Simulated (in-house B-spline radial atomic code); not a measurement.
## Response and correlation of Er⁵⁴⁺

Closed shell [Ne] 3s2 (3p1/2)2. Computed with a B-spline radial code for spherical atoms: Dirac-Hartree-Fock, relativistic RPA (time-dependent Dirac-Hartree-Fock) for the response and second-order many-body perturbation theory for correlation, no-pair Dirac-Coulomb Hamiltonian, finite nucleus.

The shells are closed in jj coupling only; the real ground state mixes other jj configurations.

```tsv
multipole (bohr³, bohr⁵, bohr⁷)	uncoupled	coupled RPA
dipole	0.003537	?
quadrupole	0.0001262	0.00015258
octupole	3.5785e-06	3.8503e-06
```

Q: What is the coupled dipole polarisability?

A: 0.0036305 atomic units, +3 % against the uncoupled value.

Q: Which subshells carry the dipole polarisability?

A: 3s1/2 60.0 %, 3p1/2 39.0 %, 2p3/2 0.7 %.

Q: What does the dipole shielding factor come to?

A: The dipole shielding factor is 0.206, against the exact N/Z = 14/68 = 0.206 of the non-relativistic theorem.

Dipole polarisability at imaginary frequency:

```tsv
u (Eh)	α(iu) (bohr³)
0	0.003631
20.4	0.001605
61.2	0.0004439
122	0.0002058
204	0.0001143
408	4.593e-05
816	1.521e-05
2040	2.872e-06
```

Q: What dispersion coefficients follow for two such ions (the dispersion part alone)?

A: C6 = (3/π)∫α(iu)²du = 0.0001885 hartree·bohr⁶ and C8 = 4.084e-05 hartree·bohr⁸.

Lowest J = 1 odd-parity excitations:

```
energy (eV)  oscillator strength  leading channel  weight
     407.66                0.177     3s1/2 → p3/2   0.838
     469.31                0.768     3p1/2 → d3/2   0.863
       2395               0.0835     3p1/2 → s1/2   0.998
     2605.6                0.506     3s1/2 → p1/2   0.926
     2644.3                0.499     3p1/2 → d3/2   0.926
     2713.2                 0.28     3s1/2 → p3/2   0.998
     3505.4               0.0196     3p1/2 → s1/2   0.999
     3626.3                 0.24     3p1/2 → d3/2   0.991
```

Second-order correlation energy by the highest angular momentum of the excited pair (hartree): s -0.02403, p -0.2272, d -0.3787, f -0.08307, g -0.02826, h -0.01054, i -0.004799, k -0.002479.

Q: What is the second-order correlation energy at the partial-wave limit?

A: The listed waves sum to -0.75913 hartree; extrapolating the increments as (l + 1/2)⁻⁴ gives -0.76419 hartree, -1.49 eV per electron.
